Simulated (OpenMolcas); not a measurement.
## O2+: effect of the level shift or regulariser

- Program: OpenMolcas 26.06
- Basis: ANO-R2 [4s4p2d1f]
- Scalar Hamiltonian: X2C, finite nucleus
- Active space: 4 electrons in 9 orbitals (RAS2 2s 2p; RAS3 3d, at most 2 electrons)
- State averaging: 2S+1 = 3 even, 6 roots; 2S+1 = 1 even, 11 roots; 2S+1 = 5 odd, 1 root; 2S+1 = 3 odd, 9 roots; 2S+1 = 1 odd, 8 roots
- Spin-orbit coupling: RASSI with atomic mean-field integrals over the reference wave functions, term energies averaged over their components

Methods on the same reference wave functions:
A. RASSCF
B. MS-RASPT2, IPEA 0.25 Eh, imaginary shift 0.1 Eh (closed shells correlated: 1s)
C. MS-RASPT2, IPEA 0.25 Eh, sigma2 regulariser 0.3 Eh (closed shells correlated: 1s)

Energies in eV above 2s² 2p² ³P₀, the measured ground level; measured values from Moore, Selected Tables of Atomic Spectra, NSRDS-NBS 3, section 11.

```json
{"Level": "2s² 2p² ³P₀", "A": "0.0000", "B": "0.0000", "C": "0.0000", "Measured": "0.0000"}
{"Level": "2s² 2p² ³P₁", "A": "0.0127", "B": "0.0127", "C": "0.0127", "Measured": "0.0140"}
{"Level": "2s² 2p² ³P₂", "A": "0.0374", "B": "0.0375", "C": "0.0375", "Measured": ""}
{"Level": "2s² 2p² ¹D₂", "A": "2.7666", "B": "2.587", "C": "2.587", "Measured": "2.5136"}
{"Level": "2s² 2p² ¹S₀", "A": "5.7762", "B": "5.451", "C": "5.451", "Measured": "5.3543"}
{"Level": "2s 2p³ ⁵S°₂", "A": "6.9962", "B": "7.307", "C": "7.307", "Measured": "7.4793"}
{"Level": "2s 2p³ ³D°₁", "A": "15.0886", "B": "14.875", "C": "14.875", "Measured": ""}
{"Level": "2s 2p³ ³D°₂", "A": "15.0887", "B": "14.875", "C": "14.875", "Measured": ""}
{"Level": "2s 2p³ ³D°₃", "A": "15.0890", "B": "14.876", "C": "14.876", "Measured": ""}
{"Level": "2s 2p³ ³P°₀", "A": "18.1692", "B": "17.730", "C": "17.731", "Measured": ""}
{"Level": "2s 2p³ ³P°₁", "A": "18.1693", "B": "17.730", "C": "17.731", "Measured": ""}
{"Level": "2s 2p³ ³P°₂", "A": "18.1694", "B": "17.730", "C": "17.732", "Measured": ""}
{"Level": "2s 2p³ ¹D°₂", "A": "23.8694", "B": "23.316", "C": "23.316", "Measured": "23.1917"}
{"Level": "2s 2p³ ³S°₁", "A": "25.1106", "B": "24.590", "C": "24.590", "Measured": "24.4358"}
{"Level": "2s 2p³ ¹P°₁", "A": "27.1991", "B": "26.403", "C": "26.404", "Measured": "26.0939"}
```

Deviations, from unrounded energies. A percentage is the sum of absolute deviations over the sum of measured energies, with the sign that they share, or ± where signs differ.

| Against measurement | Levels | A | B | C |
| --- | --- | --- | --- | --- |
| mean absolute deviation (cm-1) | 7 | 4200 | 1100 | 1100 |
| fine structure of the ground term (%) | 1 | -9.7 | -9.4 | -9.4 |
| other terms of the ground configuration (%) | 2 | +8.6 | +2.2 | +2.2 |
| other configurations (%) | 4 | ±3.6 | ±0.9 | ±0.9 |

B, C lie about equally close to measurement and A furthest from it. The largest miss of B in the table is 2s 2p³ ¹P°₁, by +2500 cm-1. The ranking rests on the paired levels alone, and a cruder setting can come out closer through cancelling errors.

Between B and C the level of the table that moves most is 2s 2p³ ¹P°₁, by 11 cm-1 (lowest in B, highest in C). Moves below CASPT2's spread within the term are not significant.

The two smallest mean deviations differ by little beside CASPT2's spread within terms, so their order carries little weight.

From A to B the spin-free energies of the other terms of 2s² 2p² shown, above ³P, scale by factors of 0.93 to 0.94.

The lowest spin-free term lies below A's lowest term by 0.039 hartree in B, 0.039 hartree in C.

CASPT2 breaks the degeneracy within a term, and the mean is taken; among the terms shown or strongly mixed into the levels shown the widest spread is 34 cm-1 (2s 2p³ ³D°, C). Active for correlation alone: 3d; no level in the range computed is led by a configuration that fills it, so any true level of that kind is missing. Measured partners are found by configuration, term and J. A level has none where our copy of the source lacks it or the pairing is in doubt (some pairs that miss far off the trend of their configuration count as doubtful), and it then counts in no deviation. Levels of configurations outside the active space are missing. Levels that lie high or do not pair safely by name in every column are left out.

° marks odd parity.
